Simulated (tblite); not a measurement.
Species: C6H10BNO.
Atom-mapped SMILES: `[CH3:1][C:2]#[C:3][CH2:4][B@@H-:5]([OH:6])[N+:7]#[C:8][CH3:9]` (hydrogens: H10, H11, H12 on C1; H13, H14 on C4; H15 on B5; H16 on O6; H17, H18, H19 on C9)

Cartesian coordinates in Å at the GFN2-xTB level; atoms count from 1:
```
atom  x, y, z in Å
C1    -4.386   -0.279   -0.332
C2    -2.976   -0.011   -0.124
C3    -1.813    0.220    0.053
C4    -0.406    0.472    0.263
B5     0.485   -0.842   -0.186
O6     0.756   -0.865   -1.584
N7     1.898   -0.467    0.465
C8     2.861    0.147    0.585
C9     4.057    0.913    0.750
H10   -4.892   -0.397    0.627
H11   -4.511   -1.196   -0.909
H12   -4.853    0.543   -0.876
H13   -0.248    0.714    1.319
H14   -0.109    1.337   -0.335
H15    0.171   -1.865    0.336
H16    0.869   -1.749   -1.926
H17    4.554    1.008   -0.215
H18    4.728    0.419    1.453
H19    3.806    1.906    1.124
```

Method: GFN2-xTB as coded in tblite; computed harmonic values from a numerical Hessian at the method's own geometry, unscaled. Against measured fundamentals such values can be off by several per cent, at times by over 20. Modes of hydrogen on boron can be 10 to 20 % off. One conformer, not necessarily the lowest. The optimisation stopped once no atom felt more than 0.01 eV/Å.

Lowest wavenumbers of the output (negative numbers stand for imaginary wavenumbers):
```
mode    cm-1
  1     -29.1
  2      24.2
  3      30.0
  4      40.3
  5      73.6
  6     100.0
  7     209.7
  8     231.3
```

Is this structure a minimum?

Not by this Hessian. 1 mode is imaginary beyond 20i (29i cm⁻¹), so at this level the point lies at or near a first-order saddle. The curvature is small, so loose convergence or finite differences may be the whole cause.

Which atoms move in the imaginary mode?

29i: H11 (methyl hydrogen) 34 %, H10 (methyl hydrogen) 32 %, H12 (methyl hydrogen) 31 %. These are shares of the mass-weighted motion.

What is the remedy?

Step along that mode in both directions, optimise again with tighter thresholds and repeat the frequencies. The zero-point energy of this point (91.1 kcal/mol) counts the 50 real modes alone, and thermal corrections from it aren't those of a minimum.
